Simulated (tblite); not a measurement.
Start geometry of `[C](C(=C=C=C)/C=C\C)=[CH-]` [radical] from a force field or distance geometry (Å):
```
atom  x, y, z in Å
C1    -1.1213    3.3840   -0.7647
C2    -0.8291    2.2784   -0.4407
C3    -0.4570    0.9484   -0.0330
C4     0.7851    0.6280   -0.1822
C5     1.9430    0.3234   -0.2894
C6     3.1898    0.0042   -0.4322
C7    -1.4394    0.1516    0.6729
C8    -1.5193   -1.1838    0.7918
C9    -0.6658   -2.2360    0.1459
H10   -1.4014    4.3728   -1.0566
H11    3.7051    0.1626   -1.3722
H12    3.7423   -0.4247    0.4019
H13   -2.2125    0.7347    1.1961
H14   -2.3316   -1.5855    1.3961
H15   -0.1259   -1.8565   -0.7233
H16    0.0352   -2.6396    0.8835
H17   -1.3042   -3.0500   -0.2038
```

Question: What comes out of this run: tblite, GFN2-xTB geometry optimisation, gas phase?

Answer: 
```
atom  x, y, z in Å
C1    -1.0726    3.4508   -0.5104
C2    -0.8203    2.2859   -0.3088
C3    -0.5435    0.9296   -0.0736
C4     0.7600    0.5258   -0.2960
C5     1.9485    0.2836   -0.5289
C6     3.2309   -0.0540   -0.7624
C7    -1.6265    0.1201    0.3644
C8    -1.6756   -1.2031    0.6644
C9    -0.5377   -2.1713    0.6070
H10   -1.2841    4.4645   -0.6876
H11    3.9513    0.6788   -1.0977
H12    3.5863   -1.0651   -0.6179
H13   -2.5631    0.6684    0.4695
H14   -2.6270   -1.6215    0.9850
H15    0.3612   -1.6719    0.2564
H16   -0.3341   -2.6024    1.5950
H17   -0.7607   -3.0062   -0.0684
```

The energy falls by 0.733 eV over 120 L-BFGS steps, the largest force on an atom goes from 5.42 to 0.007 eV/Å, and the atoms move by 0.586 Å rms after alignment. The bond that changes most is C3=C4 (ends: carbon bonded to 3 C; carbon bonded to 2 C), which lengthens by 0.091 Å. Bonds longer at the end by more than 0.005 Å: 5 of 16; shorter: 6. Among the angles that change most is C3–C4–C5, from 178.5° to 174.2°. Among the dihedrals that turn most is C4–C3–C7–H13, from 147° to 180°. Rotational constants go from 1608, 1450, 790.1 to 1568, 1452, 757.4 MHz. The orientation of the end geometry is arbitrary; only internal coordinates are fixed.

Its GFN2-xTB frequencies are all real (lowest 64 cm⁻¹). Whether the extra electron is bound in the gas phase wasn't checked; a finite basis holds it in any case. 2 starts were optimised and ended at 0.00 and 0.57 kcal/mol (GFN2-xTB); the lowest of these is shown.

One conformer stands for the species.

The numbers are calculated, not measured.
